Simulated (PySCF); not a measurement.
**Correlation energy of Sn (tin, neutral)**

[Kr] 4d10 5s2 5p1 5d1, one real determinant (an excited configuration). Computed with PySCF 2.14 in aug-cc-pVQZ-DK3 (9s8p6d3f2g, 102 functions), with the spin-free X2C one-electron Hamiltonian (Gaussian nucleus). Frozen: [Kr] 4d10; 4 electrons correlated.

```tsv
level	correlation energy (mhartree)
CCSD	-59.68
(T)	-4.86
CCSD(T)	-64.54
```

Diagnostics: T1 = 0.054, D1 = 0.1502, largest double amplitude 0.267.

**Question.** Is a single reference adequate?

**Answer.** Not fully. The real determinant used has ⟨L²⟩ near 8 against 12 for a pure F term, so it mixes terms. The outer electron is Rydberg-like, and this basis confines it to a smaller radius and binds it less than a complete one would. T1 exceeds 0.03, a sign that the reference determinant is poor. A double-excitation amplitude exceeds 0.15, a sign of near-degeneracy.

The reference is one real determinant that mixes LS terms of this configuration.
